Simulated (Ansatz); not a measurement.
System: C4H2BrSe, net charge -1, singlet state. It need not be the lowest isomer of its formula. Whether it binds its extra electron was not tested at this geometry. 
Geometry from a B3LYP-D3(BJ)/def2-TZVP (Ansatz, an electronic-structure program) optimisation:
SMILES: Brc1[c-][se]cc1
```xyz
8

Br     2.0980    -1.0928    -0.3480
C      0.3139    -0.2205    -0.0741
C      0.2372     1.0394     0.4098
Se    -1.6502     1.3204     0.4517
C     -2.0062    -0.4148    -0.2311
C     -0.8146    -1.0351    -0.4285
H     -2.9913    -0.8160    -0.4208
H     -0.7146    -2.0425    -0.8141
```
Charge -1, spin multiplicity 1.

Basis-set convergence of Hartree-Fock and MP2 correlation energies (hartree) with Ansatz. Valence correlation only, unless marked. Spin-orbit coupling is left out. Frozen are the shells of the preceding noble gas and the d and f shells that filled before the atom's block. No relativistic terms.

The Hartree-Fock reference is unstable (checked in the largest basis), which strains HF and MP2. 

| basis | functions | E(HF) | E(corr, MP2) |
|---|---|---|---|
| aug-cc-pVDZ | 182 | -5124.79837 | -0.80388 |
| aug-cc-pVTZ | 348 | -5124.97889 | -0.97739 |
| aug-cc-pVQZ | 598 | -5124.99286 | -1.03980 |

Extrapolating the two largest sets (X = 3 and 4) as X^-3: E(corr) = (64·(-1.03980) - 27·(-0.97739))/37 = -1.0853 Eh, an estimate of the basis-set limit. The largest set recovers 95.8 % of it, the smallest 74.1 %.
